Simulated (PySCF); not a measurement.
methyl(methylsilylmethoxy)silane (C₃H₁₂OSi₂), SMILES [SiH2](C)CO[SiH2]C.

Geometry: B3LYP-D3(BJ)/def2-SVP. The values are those of a single conformer.

Level of theory: PySCF with PBE/def2-TZVP.

Gas-phase values at a fixed geometry.

```yaml
total_energy: -775.32232 hartree
highest_occupied_level: -6.45 eV
lowest_empty_level: -0.33 eV
orbital_gap: 6.11 eV
dipole_moment: 0.99 D
quadrupole, principal values (traceless, Buckingham form, about the centre of nuclear charge): -4.27, -1.40, 5.67 D·Å
```
